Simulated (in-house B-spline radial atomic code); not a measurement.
# Ionising Ar IV (Ar3+) with different functionals

Computed with a B-spline radial code for spherical atoms: four-component Dirac-Coulomb Hamiltonian, Fermi nucleus of rms radius 3.4274 fm, spin-restricted, spherical fractional occupations for the functionals, and exact exchange of hybrids averaged over the configuration. The ionisation energy is the difference of two self-consistent energies, [Ne] 3s2 3p3 → [Ne] 3s2 3p2, without Breit or QED terms; ε is the level of the shell that loses the electron (mean over j). The electron is taken from both j subshells in proportion to 2j + 1, so the result is a j average, not the step between ground levels.

```
 method                    rung  ΔSCF (eV)  -ε(3p) (eV)
  B3LYP           global hybrid      57.70        51.65
  B97-1           global hybrid      57.62        51.66
   PBE0           global hybrid          ?            ?
LC-wPBE  range-separated hybrid          ?            ?
```

**Question.** What does LC-wPBE give?

**Answer.** ΔSCF 57.82 eV, and -ε(3p) = 55.13 eV.

**Question.** What does PBE0 give?

**Answer.** ΔSCF 57.65 eV, and -ε(3p) = 52.04 eV.

**Question.** Among the functionals, which spreads more, the ΔSCF values or the orbital energies?

**Answer.** The orbital energies: ΔSCF values span about 0.21 eV and the orbital energies 3.48 eV; here energy differences depend much less on the functional than eigenvalues do.

**Question.** How do they compare with the NIST value?

**Answer.** NIST lists 59.6 eV ± 0.18 (semi-empirical, ground level to ground level). Errors run from -1.96 to -1.76 eV. The correlated functionals all miss on the same side by more than they spread, so the cause is common to them (Breit-QED terms, spin polarisation, the choice among j levels, multiplet and fine-structure energies, or a listed next ion that isn't the cheapest removal here) and closeness doesn't rank the functionals.
